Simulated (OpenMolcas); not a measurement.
A calculation on W2+.

* Program: OpenMolcas
* Method: XMS-CASPT2, IPEA 0.25 Eh, imaginary shift 0.1 Eh (closed shells correlated: 5s 5p)
* Basis: ANO-RCC-VQZP [9s8p6d4f3g2h]
* Scalar Hamiltonian: DKH2, point nucleus
* Active space: 4 electrons in 5 orbitals (5d)
* State averaging: 2S+1 = 5 even, 5 roots; 2S+1 = 3 even, 45 roots; 2S+1 = 1 even, 50 roots
* Spin-orbit coupling: RASSI with atomic mean-field integrals over the reference wave functions, term energies averaged over their components

(1) Which level of the active space comes out lowest?

(2) How high does 5d⁴ ³P₁(1) lie?

(3) How high does 5d⁴ ³H₆ lie?

(4) How high does 5d⁴ ⁵D₂ lie?

(5) The level at 16830 cm⁻¹ has J = 3. What is it made of, and what is its g factor?

Measured values: NIST levels as listed in McCann et al., Mon. Not. R. Astron. Soc. 538, 537 (2025).

Answers

(1) 5d⁴ ⁵D₀, with 66 % of that term; it is also the measured ground level.

(2) 15460 cm⁻¹ above the lowest level; measured 12881 cm⁻¹ above the ground level, so the calculation is off by +20 %.

(3) 19060 cm⁻¹ above the lowest level.

(4) 4880 cm⁻¹ above the lowest level; measured 4461 cm⁻¹ above the ground level, so the calculation is off by +9 %.

(5) 53 % 5d⁴ ³G₃, 36 % 5d⁴ ³F(1), 5 % 5d⁴ ⁵D; g = 0.926, against 0.749 from Landé's formula for the pure leading term.

Term energies are means over components that CASPT2 splits; among the terms shown or strongly mixed into the levels shown the widest spread is 1200 cm-1 (5d⁴ ¹I). Over all roots computed the reference weight is 0.89 to 0.95; the roots of lowest weight are the least certain, and an intruder state may touch them. Configurations with an s electron lie low in 5d ions of this charge, fall among these levels and mix in, so low-spin terms can stand far too high, up to twice their true height, and weights are not those of the real levels. The CASPT2 spread within a term exceeds the gap to the next term for 5d⁴ ³H and 5d⁴ ³F(1), so the order of their levels is uncertain, and so are names and mixing where such terms share a J. Some terms miss by over 15 % even with CASPT2, which points to a basis or an active space too small for the shells correlated. Computed and measured levels are paired by configuration, term and J; levels that our copy of the source lacks, or whose pairing is in doubt (as where it misses far off the trend of its configuration), stay unpaired and out of the deviations. Only configurations of the active space appear.

A number in round brackets counts repeated terms of one configuration in the order of the reference energies.
